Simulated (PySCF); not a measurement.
OsO₄, SMILES [O]=[Os](=[O])(=[O])=[O], multiplicity 1. Atoms are numbered in the order given.

```xyz
5

Os     0.0000     0.0000     0.0000
O     -0.9851     0.9851    -0.9851
O      0.9851     0.9851     0.9851
O      0.9851    -0.9851    -0.9851
O     -0.9851    -0.9851     0.9851
```
Charge 0, spin multiplicity 1.

Geometry optimised at B3LYP-D3(BJ)/def2-SVP. The multiplicity is an assumed one; other spin states were not compared. The isomer is the one that the SMILES or the coordinates give; other isomers of the formula were not compared. The def2 effective core potentials stand for the cores of Os; spin–orbit coupling is left out.

The numbers are results of TDA-PBE/def2-SVPD (PySCF), not measurements.

Vertical excitations; the highest root listed may be one member of a degenerate set. The molecule is in vacuum. State labels are in the subgroup D2.

```
state  symmetry  energy (eV)  λ (nm)      f                                                                  main pairs
-----  --------  -----------  ------  -----  --------------------------------------------------------------------------
S1           B3         4.12     301  0.000                                                  HOMO→LUMO (degenerate set)
S2           B1         4.12     301  0.000                                 HOMO−2→LUMO+1, HOMO−2→LUMO (degenerate set)
S3           B2         4.12     301  0.000                                 HOMO−1→LUMO+1, HOMO−1→LUMO (degenerate set)
S4           B3         4.53     273  0.006                                   HOMO→LUMO+1, HOMO−3→LUMO (degenerate set)
S5           B1         4.53     273  0.006     HOMO−2→LUMO, HOMO−5→LUMO+1, HOMO−2→LUMO+1, HOMO−5→LUMO (degenerate set)
S6           B2         4.53     273  0.006     HOMO−1→LUMO, HOMO−4→LUMO+1, HOMO−1→LUMO+1, HOMO−4→LUMO (degenerate set)
S7           B1         4.72     263  0.000                                 HOMO−5→LUMO, HOMO−5→LUMO+1 (degenerate set)
S8           B2         4.72     263  0.000                                 HOMO−4→LUMO, HOMO−4→LUMO+1 (degenerate set)
S9           B3         4.72     263  0.000                                              HOMO−3→LUMO+1 (degenerate set)
S10          B3         5.39     230  0.019  HOMO−3→LUMO 46 %, HOMO→LUMO+1 17 %, HOMO−2→LUMO+3 12 %, HOMO−1→LUMO+2 12 %
T1           B1         3.51     354      0                                 HOMO−2→LUMO, HOMO−2→LUMO+1 (degenerate set)
T2           B2         3.51     354      0                                 HOMO−1→LUMO, HOMO−1→LUMO+1 (degenerate set)
T3           B3         3.51     354      0                                                HOMO→LUMO+1 (degenerate set)
T4           B2         3.79     327      0                                        HOMO−1→LUMO+1 67 %, HOMO−1→LUMO 27 %
```
Triplets are in the Tamm–Dancoff approximation.
